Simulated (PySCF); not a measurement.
Isomers of C6H14Si, mass 114.086 u with the commonest isotopes. Method used: PBE0/pcSseg-1 in PySCF (dipole) on a GFN2-xTB geometry, gas phase. One conformer each, none proved a minimum here; rigid rotors.

Problem. Order these by rotational constant A, largest first.
A. `C=C(C)[Si](C)(C)C`
B. `[SiH3:1][CH2:2][CH:3]1[CH2:4][CH2:5][CH2:6][CH2:7]1` with Si1–C2–C3–C4 -63°, C2–C3–C4–C5 -160°, C3–C4–C5–C6 18°, C4–C5–C6–C7 8°, C5–C6–C7–C3 -31°
C. `[CH3:1][CH2:2][SiH2:3][CH2:4][CH:5]1[CH2:6][CH2:7]1` with C1–C2–Si3–C4 173°, C2–Si3–C4–C5 70°, Si3–C4–C5–C6 83°
D. `[CH2:1]=[CH:2][SiH2:3][C@@H:4]([CH3:5])[CH2:6][CH3:7]` with C1–C2–Si3–C4 138°, C2–Si3–C4–C5 -169°, Si3–C4–C6–C7 -59°
E. `[CH3:1][SiH2:2][C@@H:3]1[CH2:4][CH2:5][C@@H:6]1[CH3:7]` with C1–Si2–C3–C4 178°, Si2–C3–C4–C5 -106°, C3–C4–C5–C6 -15°, C4–C5–C6–C7 139°, Si2–C3–C6–C5 100°
F. `[CH3:1]/[CH:2]=[C:3](/[CH2:4][CH3:5])[CH2:6][SiH3:7]` with C2–C3–C4–C5 -99°, C2–C3–C6–Si7 -88°
G. `[CH3:1][C@@H:2]1[CH2:3][CH2:4][C@H:5]1[CH2:6][SiH3:7]` with C4–C5–C6–Si7 172°, C1–C2–C3–C4 -131°, C2–C3–C4–C5 11°, C3–C4–C5–C6 -131°, C1–C2–C5–C4 130°

Solution. C (5239 MHz), B (5045 MHz), G (3422 MHz), E (3180 MHz), D (2967 MHz), A (2341 MHz), F (2200 MHz).

Problem. Order these by radius of gyration √(Σ m r²/M), smallest first.
A. `[CH3:1][CH2:2][SiH2:3][CH2:4][CH:5]1[CH2:6][CH2:7]1` with C1–C2–Si3–C4 173°, C2–Si3–C4–C5 70°, Si3–C4–C5–C6 83°
B. `[CH3:1][C@@H:2]1[CH2:3][CH2:4][C@H:5]1[CH2:6][SiH3:7]` with C4–C5–C6–Si7 172°, C1–C2–C3–C4 -131°, C2–C3–C4–C5 11°, C3–C4–C5–C6 -131°, C1–C2–C5–C4 130°
C. `[SiH3:1][CH2:2][CH:3]1[CH2:4][CH2:5][CH2:6][CH2:7]1` with Si1–C2–C3–C4 -63°, C2–C3–C4–C5 -160°, C3–C4–C5–C6 18°, C4–C5–C6–C7 8°, C5–C6–C7–C3 -31°
D. `[CH3:1]/[CH:2]=[C:3](/[CH2:4][CH3:5])[CH2:6][SiH3:7]` with C2–C3–C4–C5 -99°, C2–C3–C6–Si7 -88°
E. `[CH3:1][SiH2:2][C@@H:3]1[CH2:4][CH2:5][C@@H:6]1[CH3:7]` with C1–Si2–C3–C4 178°, Si2–C3–C4–C5 -106°, C3–C4–C5–C6 -15°, C4–C5–C6–C7 139°, Si2–C3–C6–C5 100°

Solution. E (1.983 Å), B (2.093 Å), D (2.153 Å), C (2.178 Å), A (2.354 Å).

Problem. Order these by dipole moment, smallest first.
A. `[SiH3:1][CH2:2][CH:3]1[CH2:4][CH2:5][CH2:6][CH2:7]1` with Si1–C2–C3–C4 -63°, C2–C3–C4–C5 -160°, C3–C4–C5–C6 18°, C4–C5–C6–C7 8°, C5–C6–C7–C3 -31°
B. `[CH3:1][C@@H:2]1[CH2:3][CH2:4][C@H:5]1[CH2:6][SiH3:7]` with C4–C5–C6–Si7 172°, C1–C2–C3–C4 -131°, C2–C3–C4–C5 11°, C3–C4–C5–C6 -131°, C1–C2–C5–C4 130°
C. `C=C(C)[Si](C)(C)C`

Solution. C (0.30 D), B (0.60 D), A (0.72 D).

| SMILES | point group | Ia (u·Å²) | Ib (u·Å²) | Ic (u·Å²) | κ | μa (D) | μb (D) | μc (D) |
| --- | --- | --- | --- | --- | --- | --- | --- | --- |
| C[C@@H]1CC[C@H]1C[SiH3] | C1 | 147.70 | 372.27 | 479.37 | -0.74 | 0.52 | 0.31 | 0.03 |
| [SiH3]CC1CCCC1 | C1 | 100.17 | 458.46 | 523.80 | -0.93 | 0.65 | 0.31 | 0.07 |
| C[SiH2][C@@H]1CC[C@@H]1C | C1 | 158.95 | 320.18 | 418.48 | -0.62 | 0.27 | 0.53 | 0.51 |
| C=C[SiH2][C@@H](C)CC | C1 | 170.33 | 369.49 | 465.99 | -0.70 | 0.12 | 0.50 | 0.34 |
| C=C(C)[Si](C)(C)C | C1 | 215.89 | 314.32 | 363.62 | -0.54 | 0.14 | 0.27 | 0.01 |
| CC[SiH2]CC1CC1 | C1 | 96.47 | 574.60 | 592.86 | -0.99 | 0.08 | 0.46 | 0.41 |
| C/C=C(/CC)C[SiH3] | C1 | 229.67 | 331.09 | 496.67 | -0.14 | 0.37 | 0.08 | 0.31 |
